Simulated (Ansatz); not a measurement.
The molecule RuS, multiplicity 7 (an upper state: multiplicity 5 came lower at CCSD(T)/def2-TZVPP on PBE0 minima). No spin–orbit coupling.

Seven points along R, fitted to fifth degree in 1/R; most abundant isotopes. In def2 and cc sets the state is the lowest found near the PBE0 minimum, followed along R.

Programs: Ansatz (an electronic-structure program) with Gaussian orbitals. Each number belongs to the level named beside it. In def2 rows elements past Kr take small-core potentials, without spin–orbit coupling.

```tsv
level	r_e (Å)	ω_e (cm⁻¹)	α_e (cm⁻¹)	ω_e x_e (cm⁻¹)	dipole (D)
PBE/def2-TZVPP	2.194	417	0.00074	1.8	0.49
PBE0/def2-TZVPP	2.170	441	0.00072	1.9	0.64
wB97X-V/def2-TZVPP	2.157	457	0.00070	1.9	0.50
CCSD/def2-TZVPP	2.171	452	0.00069	1.8	-
CCSD(T)/def2-TZVPP	2.179	439	0.00075	2.1	-
```

Correlated levels freeze the inner cores; with def2 sets outer-core shells near the valence are correlated too.
